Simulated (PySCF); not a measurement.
PySCF input for GaHF2, SMILES [F][GaH][F], TDA-LC-ωPBE/def2-SVPD. The structure is a stationary point at ωB97X-D3(BJ)/def2-TZVP.

```python
import numpy as np
from pyscf import gto, scf, dft, tdscf

mol = gto.M(
    atom='''
    Ga    0.00000000    0.00000000   -0.32028220
    H     0.00000000   -0.00000000   -1.85349625
    F     0.00000000   -1.44700946    0.65456914
    F     0.00000000    1.44700946    0.65456914
    ''',
    basis='def2-SVPD',
    charge=0,
    spin=0,
    symmetry=True,
    max_memory=1600,
    verbose=4,
)
mf = dft.RKS(mol, xc='lc_wpbe').density_fit(auxbasis='def2-universal-jkfit')
mf.grids.level = 3
mf.conv_tol = 1e-9
mf.max_cycle = 100
mf.kernel()
mf.grids = dft.Grids(mol).set(level=1).build(with_non0tab=True)  # coarser grid for the response kernel
td = tdscf.TDA(mf)
td.singlet = True
td.nstates = 10
td.conv_tol = 1e-4
td.kernel(x0=td.get_init_guess(mf, 15))
td.analyze()
tt = tdscf.TDA(mf)
tt.singlet = False
tt.nstates = 4
tt.conv_tol = 1e-4
tt.kernel(x0=tt.get_init_guess(mf, 9))
tt.analyze(verbose=3)
```

Program output:

```
PySCF version 2.14.0

[INPUT] verbose = 4
[INPUT] num. atoms = 4
[INPUT] num. electrons = 50
[INPUT] charge = 0
[INPUT] spin (= nelec alpha-beta = 2S) = 0
[INPUT] symmetry True subgroup None
[INPUT] Mole.unit = angstrom
[INPUT] Symbol           X                Y                Z      unit          X                Y                Z       unit  Magmom
[INPUT]  1 Ga     0.000000000000   0.000000000000  -0.320282200000 AA    0.000000000000   0.000000000000  -0.605245640573 Bohr   0.0
[INPUT]  2 H      0.000000000000   0.000000000000  -1.853496250000 AA    0.000000000000   0.000000000000  -3.502600285408 Bohr   0.0
[INPUT]  3 F      0.000000000000  -1.447009460000   0.654569140000 AA    0.000000000000  -2.734451579055   1.236956404192 Bohr   0.0
[INPUT]  4 F      0.000000000000   1.447009460000   0.654569140000 AA    0.000000000000   2.734451579055   1.236956404192 Bohr   0.0

nuclear repulsion = 198.03914698902
point group symmetry = C2v
symmetry origin: [0.00000000e+00 0.00000000e+00 2.64561649e-09]
symmetry axis x: [-1. -0. -0.]
symmetry axis y: [0. 1. 0.]
symmetry axis z: [0. 0. 1.]
num. orbitals of irrep A1 = 38
num. orbitals of irrep A2 = 11
num. orbitals of irrep B1 = 17
num. orbitals of irrep B2 = 26
number of shells = 36
number of NR pGTOs = 156
number of NR cGTOs = 92
basis = def2-SVPD
ecp = {}


[settings echo left out]
init E= -2123.76081750115
HOMO (A1) = -0.44424017839969  LUMO (A1) = -0.045674385406973  gap/eV = 10.84553
cycle= 1 E= -2124.32359846169  delta_E= -0.563  |g|= 0.945  |ddm|= 2.21
HOMO (B2) = -0.356837988396434  LUMO (B1) = -0.00188722205883485  gap/eV = 9.65870
cycle= 2 E= -2124.25796247998  delta_E= 0.0656  |g|= 1.25  |ddm|=  1.4
HOMO (A1) = -0.498615983261506  LUMO (B1) = 0.0119942697923952  gap/eV = 13.89441
cycle= 3 E= -2124.4781886508  delta_E= -0.22  |g|= 0.0422  |ddm|= 0.755
HOMO (A1) = -0.48906294906151  LUMO (B1) = 0.0225211586975456  gap/eV = 13.92091
cycle= 4 E= -2124.47866092771  delta_E= -0.000472  |g|= 0.028  |ddm|= 0.0812
HOMO (A1) = -0.490281901110566  LUMO (B1) = 0.0232780126947691  gap/eV = 13.97468
cycle= 5 E= -2124.47878283185  delta_E= -0.000122  |g|= 0.00692  |ddm|= 0.0225
HOMO (A1) = -0.490248810641216  LUMO (B1) = 0.0232115943682691  gap/eV = 13.97197
cycle= 6 E= -2124.47879524262  delta_E= -1.24e-05  |g|= 0.000985  |ddm|= 0.012
HOMO (A1) = -0.490314880569114  LUMO (B1) = 0.0230983263777689  gap/eV = 13.97068
cycle= 7 E= -2124.47879570925  delta_E= -4.67e-07  |g|= 0.000177  |ddm|= 0.00239
HOMO (A1) = -0.490314335131833  LUMO (B1) = 0.0230841645580271  gap/eV = 13.97028
cycle= 8 E= -2124.47879572845  delta_E= -1.92e-08  |g|= 3.45e-05  |ddm|= 0.000499
HOMO (A1) = -0.490313306130747  LUMO (B1) = 0.0230876054719977  gap/eV = 13.97035
cycle= 9 E= -2124.47879575127  delta_E= -2.28e-08  |g|= 7.08e-06  |ddm|= 9.67e-05
HOMO (A1) = -0.490312765169167  LUMO (B1) = 0.0230878033437723  gap/eV = 13.97034
cycle= 10 E= -2124.47879575131  delta_E= -4.18e-11  |g|= 1.19e-06  |ddm|= 2.2e-05
HOMO (A1) = -0.490312691938327  LUMO (B1) = 0.0230877945367949  gap/eV = 13.97034
Extra cycle  E= -2124.47879575131  delta_E= 9.09e-12  |g|= 5.72e-07  |ddm|= 2.4e-06
converged SCF energy = -2124.47879575131
tot grids = 20488


******** <class 'pyscf.tdscf.rks.TDA'> for <class 'pyscf.df.df_jk.DFSymAdaptedRKS'> ********
nstates = 10 singlet
deg_eia_thresh = 1.000e-03
wfnsym = None
conv_tol = 0.0001
eigh lindep = 1e-12
eigh level_shift = 0
eigh max_cycle = 100


Excitation energies (eV)
[7.92522672 8.67525012 8.87382379 8.91098015 9.08216099 9.24527979
 9.59990373 9.7635879  9.78743917 9.86919276]

** Singlet excitation energies and oscillator strengths **
Excited State   1:   B1      7.92523 eV    156.44 nm  f=0.0648
      25 -> 26        0.69672
Excited State   2:   A2      8.67525 eV    142.92 nm  f=0.0000
      24 -> 26       -0.69162
      24 -> 30       -0.10219
Excited State   3:   A1      8.87382 eV    139.72 nm  f=0.2211
      21 -> 27       -0.19238
      22 -> 26       -0.15076
      25 -> 27       -0.57818
      25 -> 28       -0.26477
Excited State   4:   B2      8.91098 eV    139.14 nm  f=0.0103
      23 -> 26       -0.26692
      24 -> 27        0.57170
      24 -> 28        0.22471
      25 -> 29       -0.12030
Excited State   5:   A2      9.08216 eV    136.51 nm  f=0.0000
      22 -> 29       -0.12023
      23 -> 27        0.62573
      23 -> 28        0.24835
Excited State   6:   B2      9.24528 eV    134.11 nm  f=0.0021
      20 -> 27        0.20573
      20 -> 28        0.10269
      23 -> 26        0.57262
      24 -> 27        0.17441
      25 -> 29       -0.24337
Excited State   7:   B1      9.59990 eV    129.15 nm  f=0.0223
      21 -> 26        0.42076
      22 -> 27        0.48064
      22 -> 28        0.18937
      23 -> 29       -0.14994
Excited State   8:   B1      9.76359 eV    126.99 nm  f=0.1327
      21 -> 26        0.54742
      22 -> 27       -0.37157
      22 -> 28       -0.14080
      23 -> 29        0.10675
Excited State   9:   A1      9.78744 eV    126.68 nm  f=0.0101
      21 -> 27        0.29159
      21 -> 28        0.12654
      22 -> 26       -0.59677
Excited State  10:   A2      9.86919 eV    125.63 nm  f=0.0000
      20 -> 26        0.69119

** Transition electric dipole moments (AU) **
state          X           Y           Z        Dip. S.      Osc.
  1        -0.5779      0.0000      0.0000      0.3340      0.0648
  2         0.0000     -0.0000     -0.0000      0.0000      0.0000
  3         0.0000      0.0000      1.0084      1.0169      0.2211
  4         0.0000     -0.2175     -0.0000      0.0473      0.0103
  5         0.0000     -0.0000      0.0000      0.0000      0.0000
  6         0.0000     -0.0972      0.0000      0.0094      0.0021
  7        -0.3080      0.0000     -0.0000      0.0949      0.0223
  8         0.7449     -0.0000      0.0000      0.5549      0.1327
  9        -0.0000      0.0000     -0.2049      0.0420      0.0101
 10         0.0000     -0.0000     -0.0000      0.0000      0.0000

** Transition velocity dipole moments (imaginary part, AU) **
state          X           Y           Z        Dip. S.      Osc.
  1        -0.1055      0.0000      0.0000      0.0111      0.0255
  2         0.0000     -0.0000     -0.0000      0.0000      0.0000
  3         0.0000      0.0000      0.3050      0.0930      0.1901
  4         0.0000     -0.1016     -0.0000      0.0103      0.0210
  5         0.0000     -0.0000      0.0000      0.0000      0.0000
  6        -0.0000      0.0029      0.0000      0.0000      0.0000
  7        -0.1069      0.0000     -0.0000      0.0114      0.0216
  8         0.2171     -0.0000      0.0000      0.0471      0.0876
  9        -0.0000      0.0000     -0.0397      0.0016      0.0029
 10         0.0000     -0.0000     -0.0000      0.0000      0.0000

** Transition magnetic dipole moments (imaginary part, AU) **
state          X           Y           Z
  1        -0.0000     -1.2242      0.0000
  2        -0.0000     -0.0000     -0.3055
  3         0.0000     -0.0000      0.0000
  4        -0.6255     -0.0000      0.0000
  5         0.0000     -0.0000      0.6471
  6        -0.5376      0.0000     -0.0000
  7         0.0000      0.4888     -0.0000
  8        -0.0000      0.3747     -0.0000
  9        -0.0000      0.0000     -0.0000
 10         0.0000     -0.0000     -0.7870


******** <class 'pyscf.tdscf.rks.TDA'> for <class 'pyscf.df.df_jk.DFSymAdaptedRKS'> ********
nstates = 4 triplet
deg_eia_thresh = 1.000e-03
wfnsym = None
conv_tol = 0.0001
eigh lindep = 1e-12
eigh level_shift = 0
eigh max_cycle = 100


Excitation energies (eV)
[7.09889585 7.30367692 8.42841203 8.51732732]

** Triplet excitation energies and oscillator strengths **
Excited State   1:   B1      7.09890 eV    174.65 nm  f=0.0000
Excited State   2:   A1      7.30368 eV    169.76 nm  f=0.0000
Excited State   3:   B2      8.42841 eV    147.10 nm  f=0.0000
Excited State   4:   A2      8.51733 eV    145.57 nm  f=0.0000
```

Self-consistency was reached.
